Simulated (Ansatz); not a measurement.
The cluster ReO₃⁺. The state is a triplet with charge 1. Geometry r2SCAN-D4/def2-TZVP; atoms count from 1.

Cartesian coordinates in Å:
```
Re 0.412 0.322 0.486
O -0.490 1.697 0.750
O -0.304 -1.332 -0.114
O 0.383 -0.688 -1.122
```

In the def2 sets Re takes a core potential; there is no spin–orbit coupling. The structure holds one bond between oxygen atoms, so isomers without such links may lie far lower. The charge 1 triplet is spin-contaminated (final ⟨S²⟩ up to 2.35, 2.00 for a pure state). The structure comes from a short search, and lower isomers may exist.

**Question.** Estimate the Mulliken populations from the PBE0/def2-TZVP orbitals of Ansatz.

**Answer.** 
```tsv
atom	charge (e)	spin (α − β)	d electrons
Re1	1.36	2.54	4.59
O2	-0.25	0.06	–
O3	-0.06	-0.30	–
O4	-0.06	-0.30	–
```
Mulliken values and Mayer orders depend strongly on the basis.

**Question.** Where does the spin sit?

**Answer.** Summed by element: Re 2.54, O -0.54, of 2 unpaired in all. Largest on single atoms: Re1 2.54, O3 -0.30, O4 -0.30.

**Question.** And the Mayer bond orders between bonded heavy atoms (over 0.3)?

**Answer.** Re1–O2 2.24 (1.67 Å); Re1–O3 1.05 (1.90 Å); Re1–O4 1.05 (1.90 Å); O3–O4 1.05 (1.38 Å).
